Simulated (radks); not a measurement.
Task: Valence configurations of the hafnium ion Hf3+ (all share [Xe]). Method: scalar-relativistic Kohn-Sham, PBE, spin-unpolarised, spherical densities, finite nucleus; Fermi nuclear charge, rms radius 5.347 fm; computed with a radial shooting solver on a logarithmic mesh with Libxc functionals. Order these by energy: 4f13.5 5d1.5; 4f13 5d1 6p1; 4f12 6s2 6p1; 4f14 5d0.5 6s0.5; 4f11 5d1 6s2 6p1; 4f14 5d1; 4f13 5d1 6s1; 4f13.5 5d1 6s0.5; 4f14 6s1; 4f14 6p1.

Result: From the lowest, in eV above it: 4f14 5d1 0.000; 4f14 5d0.5 6s0.5 0.685; 4f14 6s1 1.574; 4f14 6p1 8.499; 4f13.5 5d1.5 9.323; 4f13.5 5d1 6s0.5 10.274; 4f13 5d1 6s1 22.944; 4f13 5d1 6p1 30.168; 4f12 6s2 6p1 70.030; 4f11 5d1 6s2 6p1 108.64. NIST lists [Xe] 4f14 5d1 as the ground configuration; this level of theory agrees among the configurations tried. The energies are those of spherical spin-averaged densities, not of single terms.
